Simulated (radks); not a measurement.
Problem. The table gives one normalised radial function P(r) = r R(r) (large component) of W+ in [Xe] 4f12 5d6 6s1 (r in bohr). Method: Dirac Kohn-Sham, PBEsol, spin-unpolarised, spherical densities, finite nucleus; open shells fill j = l - 1/2 first; Fermi nuclear charge, rms radius 5.3658 fm; computed with a radial shooting solver on a logarithmic mesh with Libxc functionals.

| r | P |
|---|---|
| 0.003565 | 0.0283 |
| 0.00415 | 0.0342 |
| 0.004832 | 0.0414 |
| 0.005625 | 0.0501 |
| 0.006548 | 0.0608 |
| 0.007623 | 0.0735 |
| 0.008874 | 0.0888 |
| 0.01025 | 0.1057 |
| 0.01193 | 0.1263 |
| 0.01389 | 0.1496 |
| 0.01617 | 0.1752 |
| 0.01882 | 0.2024 |
| 0.02192 | 0.2294 |
| 0.02551 | 0.2539 |
| 0.02946 | 0.2716 |
| 0.0343 | 0.2804 |
| 0.03993 | 0.2736 |
| 0.04649 | 0.2457 |
| 0.05412 | 0.1920 |
| 0.063 | 0.1100 |
| 0.07335 | 0.0021 |
| 0.08471 | -0.1164 |
| 0.09861 | -0.2423 |
| 0.1148 | -0.3453 |
| 0.1336 | -0.3967 |
| 0.1556 | -0.3702 |
| 0.1811 | -0.2520 |
| 0.2109 | -0.0506 |
| 0.2435 | 0.1835 |
| 0.2835 | 0.4172 |
| 0.33 | 0.5658 |
| 0.3842 | 0.5684 |
| 0.4473 | 0.4008 |
| 0.5207 | 0.0879 |
| 0.6062 | -0.3019 |
| 0.7001 | -0.6604 |
| 0.815 | -0.9478 |
| 0.9488 | -1.0894 |
| 1.105 | -1.0750 |
| 1.286 | -0.9347 |
| 1.497 | -0.7242 |
| 1.743 | -0.5016 |
| 2.013 | -0.3188 |
| 2.343 | -0.1758 |
| 2.728 | -0.0850 |
| 3.175 | -0.0355 |
| 3.697 | -0.0125 |
| 4.303 | -0.0036 |
| 5.01 | -0.0008 |
| 5.786 | -0.0002 |
| 6.736 | 0.0000 |
| 7.841 | 0.0000 |
| 9.129 | 0.0000 |

Which n and l does it have? It may be an empty orbital.

Solution. n = 5, l = 1: the number of nodes gives n - l - 1 = 3, the rise at small r points to l (for j = l - 1/2 the large component starts outside the nucleus as r^gamma with gamma = sqrt(l^2 - (Z/c)^2) = 0.84 and the r^(l+1) term takes over further out; the orbital of l - 1 with the same j starts with the same power, but with a larger coefficient, and does not steepen), and the extent must fit the shell. The curve is that of 5p1/2; the two j differ most near the nucleus, where j = l - 1/2 has the larger amplitude, and in heavy atoms j = l - 1/2 is also the more compact. 5p1/2: eigenvalue -64.557 eV, 3 radial nodes at r = 0.0735, 0.218, 0.540 bohr, <r> = 1.13 bohr, 90 % of the charge inside 1.65 bohr.
